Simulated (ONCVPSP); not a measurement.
**rubidium, ONCV: configuration errors across variants**

| Property | Result |
| --- | --- |
| Element | Rb (Z = 37) |
| Generator | ONCVPSP 4.0.1 |
| Type | optimised norm-conserving Vanderbilt (ONCV) |
| Functional | PBE |
| Relativity | scalar-relativistic |
| Frozen core | [Ar] 3d10 |
| Valence charge | 9 |
| Reference configuration | 4s2 4p6 (charge +1) |
| Partial waves | 4s: rc 1.50 bohr, ncon 3, nbas 6, qcut 5 1/bohr, 2 projectors, debl 3 Ha; 4p: rc 1.60 bohr, ncon 4, nbas 7, qcut 4.7 1/bohr, 1 projector; d scattering state at 0.11 Ha: rc 1.55 bohr, ncon 4, nbas 8, qcut 6.5 1/bohr, 3 projectors, debl 0.6 Ha |
| Local potential | polynomial inside 1.40 bohr (lpopt 5, dvloc0 0 Ha) |
| Core correction | none |

All-electron excitation energies from the reference (eV): (1) 4s2 4p6 5s1 -4.154; (2) 4s2 4p6 5s0.5 -2.575; (3) 4s2 4p6 5p1 -2.634; (4) 4s2 4p6 4d1 -1.913.

A true bound ghost makes a file unfit for plane-wave use even where its test errors are small: the radial tests pick states by their node count and pass the ghost by.

Errors AE − PS in meV (a dash: test not solved or not reliable):

| change | (1) | (2) | (3) | (4) | bound ghosts | GHOST(+) flags above zero |
| --- | --- | --- | --- | --- | --- | --- |
| base | +0.4 | +0.3 | +3.5 | -0.5 | d | s, d |
| all radii scaled by about 0.81 (s 1.22, p 1.30, d 1.26 bohr); local potential polynomial inside 1.14 bohr (lpopt 5, dvloc0 0 Ha) | +0.4 | +0.3 | +3.5 | – | d | s, d |
| all radii scaled by about 0.86 (s 1.30, p 1.38, d 1.34 bohr); local potential polynomial inside 1.20 bohr (lpopt 5, dvloc0 0 Ha) | +0.4 | +0.2 | +3.3 | -0.5 | d | s, d |
| all radii scaled by about 0.95 (s 1.42, p 1.52, d 1.48 bohr); local potential polynomial inside 1.34 bohr (lpopt 5, dvloc0 0 Ha) | +0.4 | +0.2 | +3.4 | -0.5 | d | s, d |
| all radii scaled by about 1.03 (s 1.54, p 1.66, d 1.60 bohr); local potential polynomial inside 1.44 bohr (lpopt 5, dvloc0 0 Ha) | +0.4 | +0.3 | +3.6 | -0.5 | d | s, d |
| all radii scaled by about 1.20 (s 1.80, p 1.92, d 1.86 bohr); local potential polynomial inside 1.68 bohr (lpopt 5, dvloc0 0 Ha) | +0.8 | +0.5 | +4.2 | -0.5 | d | none |
| all radii scaled by about 1.30 (s 1.96, p 2.08, d 2.02 bohr); local potential polynomial inside 1.82 bohr (lpopt 5, dvloc0 0 Ha) | +1.2 | +0.8 | +4.1 | -0.5 | none | s, d |

**Question.** Give the same row for: all radii scaled by about 1.12 (s 1.68, p 1.80, d 1.74 bohr); local potential polynomial inside 1.58 bohr (lpopt 5, dvloc0 0 Ha).

**Answer.** +0.6, +0.4, +3.9, -0.5; bound ghosts: d; GHOST(+) flags above zero: s, d.
